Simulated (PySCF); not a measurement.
**Working out the electron affinity of Br**

Br⁻ [Kr] (1S) → Br [Ar] 3d10 4s2 4p5 (2P). Calculation: PySCF 2.14, in def2-TZVPPD; no relativity, point nucleus. Frozen: [Ar] 3d10. Energies in hartree (1 hartree = 27.21139 eV):

| part | Br⁻ (lower) | Br (upper) |
| --- | --- | --- |
| UHF | -2572.486983 | -2572.398469 |
| CCSD correlation | -0.185549 | -0.153970 |
| (T) | -0.007017 | -0.004650 |

What does Hartree-Fock give?

(-2572.398469) − (-2572.486983) = 0.088514 hartree = 2.409 eV.

What do CCSD and CCSD(T) give?

The CCSD correlation energies differ by 0.031579 hartree = 0.859 eV and the triples by 0.002367 hartree = 0.064 eV, so CCSD gives 3.268 eV and CCSD(T) 3.332 eV.

A first-order spin-orbit estimate adds -0.136 eV to CCSD(T) (valence), giving 3.196 eV against 3.364 eV (measured; photodetachment measurements, as compiled on the Wikipedia data page of electron affinities).

The calculation is non-relativistic.

What remains against the reference includes basis incompleteness, the frozen core and higher excitations.
